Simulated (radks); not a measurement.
The numbers below are computed, except where a source is named.
How relativity changes the ionisation of neutral nitrogen ([He] 2s2 2p3) to N+ ([He] 2s2 2p2). Spin-unpolarised spherical Kohn-Sham, PBEsol, point nucleus unless stated (finite: rms radius 2.5582 fm), a radial shooting solver on a logarithmic mesh with Libxc functionals. A level marked "c x" has the speed of light scaled by that factor and shares open shells by 2j + 1; other Dirac levels either fill j = l - 1/2 first or share by 2j + 1.

level	E(N) (hartree)	E(N+) (hartree)	IE (eV)	HOMO	<r> HOMO (bohr)
non-rel.	-54.20997	-53.71288	13.527	2p	1.484
scalar-rel.	-54.24172	-53.74484	13.521	2p	1.484
scalar-rel., finite nucleus	-54.24171	-53.74483	13.521	2p	1.484
Dirac, 2j+1 shares	-54.24172	-53.74484	13.521	2p3/2	1.484
Dirac, low j first	-54.24242	-53.74601	13.508	2p3/2	1.484
Dirac, 2j+1 shares, finite nucleus	-54.24171	-53.74483	13.521	2p3/2	1.484
Dirac, c x 1.25	-54.23028	-53.73332	13.523	2p3/2	1.484
Dirac, c x 3	-54.21349	-53.71642	13.526	2p3/2	1.484
Dirac, c x 100	-54.20997	-53.71288	13.527	2p3/2	1.484

NIST Atomic Spectra Database: 14.534 eV (measured). The relativistic part of the total energy of N is -0.03174 hartree (Dirac, 2j+1 shares, finite nucleus), 0.059 % of the non-relativistic value. Spin polarisation and multiplet splitting of open shells are left out at every level.

Beside tabulated values, note that spin-unpolarised runs miss the spin-polarisation part of the exchange energy of open shells.
